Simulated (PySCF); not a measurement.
BGeH₅O, SMILES B[O][GeH3].

Coordinates come from a PBE-D3(BJ)/def2-SVP optimisation.

Computed with PBE-D3(BJ)/def2-SVP (PySCF).

Frequencies are harmonic and unscaled.

```json
[
 {"mode": "1", "ν (cm⁻¹)": "71", "IR (km/mol)": "0.2", "moving atoms (share of kinetic energy)": "H 68 %, O 22 %, B 10 %"},
 {"mode": "2", "ν (cm⁻¹)": "227", "IR (km/mol)": "2.6", "moving atoms (share of kinetic energy)": "B 31 %, H 31 %, O 29 %"},
 {"mode": "3", "ν (cm⁻¹)": "315", "IR (km/mol)": "0.0", "moving atoms (share of kinetic energy)": "H 90 %, O 9 %"},
 {"mode": "4", "ν (cm⁻¹)": "561", "IR (km/mol)": "57.7", "moving atoms (share of kinetic energy)": "O 50 %, Ge 22 %, H 15 %, B 13 %"},
 {"mode": "5", "ν (cm⁻¹)": "609", "IR (km/mol)": "24.3", "moving atoms (share of kinetic energy)": "H 83 %, O 11 %"},
 {"mode": "6", "ν (cm⁻¹)": "622", "IR (km/mol)": "33.4", "moving atoms (share of kinetic energy)": "H 88 %"},
 {"mode": "7", "ν (cm⁻¹)": "821", "IR (km/mol)": "139.1", "moving atoms (share of kinetic energy)": "H 96 %"},
 {"mode": "8", "ν (cm⁻¹)": "833", "IR (km/mol)": "42.9", "moving atoms (share of kinetic energy)": "H 99 %"},
 {"mode": "9", "ν (cm⁻¹)": "844", "IR (km/mol)": "57.9", "moving atoms (share of kinetic energy)": "H 98 %"},
 {"mode": "10", "ν (cm⁻¹)": "979", "IR (km/mol)": "42.1", "moving atoms (share of kinetic energy)": "H 69 %, B 20 %, O 10 %"},
 {"mode": "11", "ν (cm⁻¹)": "1020", "IR (km/mol)": "46.2", "moving atoms (share of kinetic energy)": "H 71 %, B 27 %"},
 {"mode": "12", "ν (cm⁻¹)": "1167", "IR (km/mol)": "3.1", "moving atoms (share of kinetic energy)": "H 83 %, O 17 %"},
 {"mode": "13", "ν (cm⁻¹)": "1355", "IR (km/mol)": "299.1", "moving atoms (share of kinetic energy)": "B 54 %, O 32 %, H 14 %"},
 {"mode": "14", "ν (cm⁻¹)": "2087", "IR (km/mol)": "49.0", "moving atoms (share of kinetic energy)": "H 99 %"},
 {"mode": "15", "ν (cm⁻¹)": "2116", "IR (km/mol)": "90.6", "moving atoms (share of kinetic energy)": "H 99 %"},
 {"mode": "16", "ν (cm⁻¹)": "2120", "IR (km/mol)": "104.4", "moving atoms (share of kinetic energy)": "H 98 %"},
 {"mode": "17", "ν (cm⁻¹)": "2445", "IR (km/mol)": "138.7", "moving atoms (share of kinetic energy)": "H 95 %"},
 {"mode": "18", "ν (cm⁻¹)": "2547", "IR (km/mol)": "192.0", "moving atoms (share of kinetic energy)": "H 88 %, B 12 %"}
]
```
